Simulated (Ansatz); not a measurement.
HfSi5⁺. Total charge 1; doublet. Geometry PBE0-D4/def2-SVP, that of the neutral singlet; atoms count from 1.

| atom | x (Å) | y (Å) | z (Å) |
| --- | --- | --- | --- |
| Hf1 | 0.380 | 1.136 | 1.579 |
| Si2 | 1.101 | -0.006 | -0.690 |
| Si3 | 1.133 | -1.292 | 1.363 |
| Si4 | -0.824 | 1.495 | -0.591 |
| Si5 | -0.790 | -0.582 | -2.011 |
| Si6 | -0.999 | -0.752 | 0.351 |

In the def2 sets Hf takes a core potential; there is no spin–orbit coupling. The structure comes from a short search, and lower isomers may exist.

Estimate the Mulliken populations from the PBE0/def2-TZVP orbitals of Ansatz.


| atom | charge (e) | spin (α − β) | d electrons |
| --- | --- | --- | --- |
| Hf1 | 0.70 | 0.41 | 2.22 |
| Si2 | 0.04 | -0.02 | – |
| Si3 | 0.04 | 0.42 | – |
| Si4 | 0.02 | 0.01 | – |
| Si5 | 0.15 | 0.20 | – |
| Si6 | 0.04 | -0.02 | – |
Mulliken values and Mayer orders depend strongly on the basis.

Where does the spin sit?

Summed by element: Hf 0.41, Si 0.59, of 1 unpaired in all. Largest on single atoms: Si3 0.42, Hf1 0.41, Si5 0.20.

And the Mayer bond orders between bonded heavy atoms (over 0.3)?

Hf1–Si2 0.94 (2.64 Å); Hf1–Si3 1.08 (2.55 Å); Hf1–Si4 1.18 (2.51 Å); Hf1–Si6 0.94 (2.64 Å); Si2–Si3 0.72 (2.42 Å); Si2–Si4 0.57 (2.44 Å); Si2–Si5 0.80 (2.38 Å); Si2–Si6 0.54 (2.46 Å); Si3–Si6 0.73 (2.42 Å); Si4–Si5 0.71 (2.52 Å); Si4–Si6 0.57 (2.44 Å); Si5–Si6 0.80 (2.38 Å). Values over 0.3 also appear between atoms too far apart for a bond (Hf1–Si5 0.41 at 4.15 Å); they arise where an orbital or an unpaired electron spreads over both atoms.
